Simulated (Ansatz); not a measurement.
The cluster TiSi₆⁺ (the lowest doublet isomer of a short search) was relaxed with PBE0-D4 (def2-SVP) in Ansatz in these states: charge +1 doublet, charge +1 quartet. The geometries follow in no particular order.

A:

```xyz
7

Ti    0.020   -1.401    1.404
Si   -0.989    2.255   -0.515
Si    0.412    0.486   -1.258
Si    2.028   -0.552    0.146
Si   -1.599   -0.030    0.122
Si    0.320    1.050    1.173
Si   -0.192   -1.809   -1.071
```

B:

```xyz
7

Ti   -0.273    0.324    2.152
Si    0.752   -1.804   -1.597
Si   -0.050    0.447   -1.449
Si   -1.821    0.931    0.117
Si    1.442   -0.472    0.318
Si   -0.860   -1.281    0.148
Si    0.810    1.856    0.311
```

Problem. Judge from the bond lengths which geometry belongs to which state (an estimate).

Solution. A is the charge +1 doublet (Ti1–Si5 2.479 Å, Ti1–Si6 2.480 Å, Si5–Si7 2.563 Å); B is the charge +1 quartet (Ti1–Si5 2.634 Å, Ti1–Si6 2.634 Å, Si5–Si7 2.412 Å).

At PBE0-D4/def2-SVP the charge 1 doublet is spin-contaminated (final ⟨S²⟩ up to 0.94, 0.75 for a pure state). At PBE0-D4/def2-TZVP a doublet lies 0.12 eV below the charge +1 quartet. These are the stationary points nearest to one start from a short search; other shapes may lie lower in each state.
